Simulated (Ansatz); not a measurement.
Ansatz (an electronic-structure program) input (HF/STO-3G):

Ansatz 0.2 input:
```yaml
crystal:
  periodic: [false, false, false]
  atoms:
    - {symbol: C, position_ang: [-2.85520100, -0.52831300, 0.19470100]}
    - {symbol: O, position_ang: [-1.52797100, -0.26024100, -0.20757200]}
    - {symbol: C, position_ang: [-0.94654900, 0.83672100, 0.48153600]}
    - {symbol: Si, position_ang: [0.82271200, 1.05219400, -0.16952000]}
    - {symbol: Si, position_ang: [1.91477400, -1.02012500, -0.11845800]}
    - {symbol: H, position_ang: [-2.90376800, -0.77199100, 1.26349700]}
    - {symbol: H, position_ang: [-3.50931800, 0.33121400, 0.00193000]}
    - {symbol: H, position_ang: [-3.20474600, -1.38196900, -0.38420700]}
    - {symbol: H, position_ang: [-1.53717000, 1.75157600, 0.32846500]}
    - {symbol: H, position_ang: [-0.92602800, 0.64836900, 1.56526700]}
    - {symbol: H, position_ang: [1.51742800, 2.03548800, 0.70190800]}
    - {symbol: H, position_ang: [0.79449200, 1.59637400, -1.54967300]}
    - {symbol: H, position_ang: [1.73908400, -1.64224300, 1.21800200]}
    - {symbol: H, position_ang: [3.36915500, -0.84859200, -0.36269400]}
    - {symbol: H, position_ang: [1.37033200, -1.93571600, -1.14764700]}
basis:
  gaussian:
    orbitals: STO-3G
hamiltonian:
  xc: {name: HF}
relax: {f_tol: 0.003, max_steps: 120}
```

From the output:

```
mean field evaluation 16: about -19747.5116 eV, gradient 2.6e-5 eV
mean field -19747.51160063 eV, -725.7076659789 hartree, gradient 2.6e-5 eV, S^2 0.000000; 0 other end points of the search recorded, 0 dependent functions left out
the calculation of the forces begins
reference -19747.51160063 eV, -725.7076659789 hartree; 29, 29 occupied and 14, 14 virtual orbitals, 603 factors
relax step   2: F+E_penalty+E_count = -19747.51160063 eV  Δ(F+E_penalty+E_count) = -3.459e-1 eV  max|allowed force component| = 1.082e0 eV/Å  Δτ_max = 0.1123 Å  (23 SCF iters, accepted)
these checks for a lower state are left out or cut short: starts, cluster_reference, orbital_swaps, neighbouring_geometries, increment
integrals: 0.01 GiB planned
603 factors; integrals over basis functions are off by at most 1.4e-5 eV
mean field: 0.10 GiB planned
mean field -19747.54846160 eV, -725.7090205946 hartree, gradient 2.3e-5 eV, S^2 0.000000; 0 other end points of the search recorded, 0 dependent functions left out
the calculation of the forces begins
reference -19747.54846160 eV, -725.7090205946 hartree; 29, 29 occupied and 14, 14 virtual orbitals, 603 factors
relax step   3: F+E_penalty+E_count = -19747.54846160 eV  Δ(F+E_penalty+E_count) = -3.686e-2 eV  max|allowed force component| = 1.511e-1 eV/Å  Δτ_max = 0.0283 Å  (24 SCF iters, accepted)
these checks for a lower state are left out or cut short: starts, cluster_reference, orbital_swaps, neighbouring_geometries, increment
integrals: 0.01 GiB planned
603 factors; integrals over basis functions are off by at most 1.4e-5 eV
mean field: 0.10 GiB planned
mean field -19747.55050465 eV, -725.7090956754 hartree, gradient 2.3e-5 eV, S^2 0.000000; 0 other end points of the search recorded, 0 dependent functions left out
the calculation of the forces begins
reference -19747.55050465 eV, -725.7090956754 hartree; 29, 29 occupied and 14, 14 virtual orbitals, 603 factors
relax step   4: F+E_penalty+E_count = -19747.55050465 eV  Δ(F+E_penalty+E_count) = -2.043e-3 eV  max|allowed force component| = 4.344e-2 eV/Å  Δτ_max = 0.0320 Å  (24 SCF iters, accepted)
these checks for a lower state are left out or cut short: starts, cluster_reference, orbital_swaps, neighbouring_geometries, increment
integrals: 0.01 GiB planned
603 factors; integrals over basis functions are off by at most 1.4e-5 eV
mean field: 0.10 GiB planned
mean field evaluation 32: about -19747.3638 eV, gradient 3.7e-3 eV
mean field -19747.55165700 eV, -725.7091380235 hartree, gradient 2.3e-5 eV, S^2 0.000000; 0 other end points of the search recorded, 0 dependent functions left out
the calculation of the forces begins
reference -19747.55165700 eV, -725.7091380235 hartree; 29, 29 occupied and 14, 14 virtual orbitals, 603 factors
relax step   5: F+E_penalty+E_count = -19747.55165700 eV  Δ(F+E_penalty+E_count) = -1.152e-3 eV  max|allowed force component| = 1.718e-2 eV/Å  Δτ_max = 0.0317 Å  (24 SCF iters, accepted)
these checks for a lower state are left out or cut short: starts, cluster_reference, orbital_swaps, neighbouring_geometries, increment
integrals: 0.01 GiB planned
603 factors; integrals over basis functions are off by at most 1.3e-5 eV
mean field: 0.10 GiB planned
mean field -19747.55183655 eV, -725.7091446217 hartree, gradient 2.3e-5 eV, S^2 0.000000; 0 other end points of the search recorded, 0 dependent functions left out
the calculation of the forces begins
reference -19747.55183655 eV, -725.7091446217 hartree; 29, 29 occupied and 14, 14 virtual orbitals, 603 factors
relax step   6: F+E_penalty+E_count = -19747.55183655 eV  Δ(F+E_penalty+E_count) = -1.795e-4 eV  max|allowed force component| = 5.154e-3 eV/Å  Δτ_max = 0.0139 Å  (24 SCF iters, accepted)
these checks for a lower state are left out or cut short: starts, cluster_reference, orbital_swaps, neighbouring_geometries, increment
integrals: 0.01 GiB planned
603 factors; integrals over basis functions are off by at most 1.3e-5 eV
mean field: 0.10 GiB planned
mean field -19747.55186825 eV, -725.7091457868 hartree, gradient 2.3e-5 eV, S^2 0.000000; 0 other end points of the search recorded, 0 dependent functions left out
the calculation of the forces begins
reference -19747.55186825 eV, -725.7091457868 hartree; 29, 29 occupied and 14, 14 virtual orbitals, 603 factors
relax step   7: F+E_penalty+E_count = -19747.55186825 eV  Δ(F+E_penalty+E_count) = -3.170e-5 eV  max|allowed force component| = 2.421e-3 eV/Å  Δτ_max = 0.0080 Å  (25 SCF iters, accepted)
integrals: 0.01 GiB planned
603 factors; integrals over basis functions are off by at most 1.3e-5 eV
mean field: 0.10 GiB planned
mean field evaluation 64: about -19747.5533 eV, gradient 9.6e-5 eV
mean field -19747.55186825 eV, -725.7091457868 hartree, gradient 2.3e-5 eV, S^2 0.000000; 1 other end points of the search recorded, 0 dependent functions left out
the calculation of the forces begins
reference -19747.55186825 eV, -725.7091457868 hartree; 29, 29 occupied and 14, 14 virtual orbitals, 603 factors
Total energy: -19747.55186825 eV, -725.7091457868 hartree
Atom 0 at    -2.897915    -0.492744     0.208399 Å, force     0.002421    -0.000160     0.000826 eV/Å
Atom 1 at    -1.542826    -0.332036    -0.228510 Å, force    -0.001365     0.001808    -0.001236 eV/Å
Atom 2 at    -0.930586     0.779717     0.454178 Å, force    -0.001917    -0.001299     0.000915 eV/Å
Atom 3 at     0.843611     0.978614    -0.152827 Å, force     0.001898    -0.001146     0.000053 eV/Å
Atom 4 at     1.955389    -0.972692    -0.121178 Å, force     0.000667    -0.001501     0.000321 eV/Å
Atom 5 at    -2.961948    -0.699616     1.281830 Å, force    -0.000345     0.001058    -0.000575 eV/Å
Atom 6 at    -3.506070     0.392829    -0.003316 Å, force    -0.000102    -0.001248    -0.000629 eV/Å
Atom 7 at    -3.321946    -1.340832    -0.332925 Å, force    -0.000121     0.000138     0.000400 eV/Å
Atom 8 at    -1.498613     1.697690     0.276164 Å, force    -0.000395     0.000883     0.000009 eV/Å
Atom 9 at    -0.946020     0.615042     1.535982 Å, force    -0.000242     0.000127     0.000367 eV/Å
Atom 10 at     1.468164     1.936081     0.697493 Å, force    -0.000235     0.000159     0.000156 eV/Å
Atom 11 at     0.812730     1.531083    -1.464990 Å, force    -0.000760     0.000482    -0.000336 eV/Å
Atom 12 at     1.834997    -1.605422     1.147938 Å, force     0.000429     0.000114    -0.000019 eV/Å
Atom 13 at     3.340681    -0.757567    -0.368922 Å, force     0.000453     0.000304    -0.000377 eV/Å
Atom 14 at     1.467577    -1.867401    -1.113781 Å, force    -0.000386     0.000282     0.000126 eV/Å
Dipole moment:    -0.072743     0.152585     0.164687 e Å
```

The geometry given is a B3LYP-D3(BJ)/def2-TZVP minimum.
